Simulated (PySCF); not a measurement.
**[PtS2]-: one-bond stretch**

Method: UB3LYP/[Pt def2-SVPD with ECP60, S def2-SVPD], scalar-relativistic core potentials, density fitting, no spin–orbit coupling, PySCF.

Rigid scan from the doublet minimum (Pt–S 2.155 Å (×2); S–Pt–S 154.4°). Coordinate: the bond from Pt to the last atom (S) scaled, the rest fixed. Energies in kJ/mol from the minimum.

Q: Predict the curve at 0.92, 0.96, 1.00, 1.05, 1.12, 1.20, 1.35, 1.55, 1.80, 2.20.

A: 
| scale of one bond | E (kJ/mol) | dipole size (D, about the centre of mass) | ⟨S²⟩ |
| --- | --- | --- | --- |
| 0.92 | 39.3 | 1.38 | 0.76 |
| 0.96 | 8.5 | 1.12 | 0.76 |
| 1.00 | 0.0 | 1.07 | 0.76 |
| 1.05 | 9.7 | 1.30 | 0.76 |
| 1.12 | 44.7 | 1.90 | 0.76 |
| 1.20 | 97.6 | 2.64 | 0.76 |
| 1.35 | 198.4 | 3.83 | 0.77 |
| 1.55 | 263.1 | – | 1.48 |
| 1.80 | 308.8 | – | 1.63 |
| 2.20 | 331.3 | – | 1.71 |

Spin contamination is strong at 1.55, 1.80, 2.20, so these points are less reliable.

With open d or f shells other occupations or spin states may lie lower. Spin–orbit coupling, left out here, can matter for elements this heavy.

The scan took 43 s on 2 threads of a shared Intel Xeon @ 2.80GHz (Skylake/Cascade Lake) host; the process peaked at 0.85 GiB.
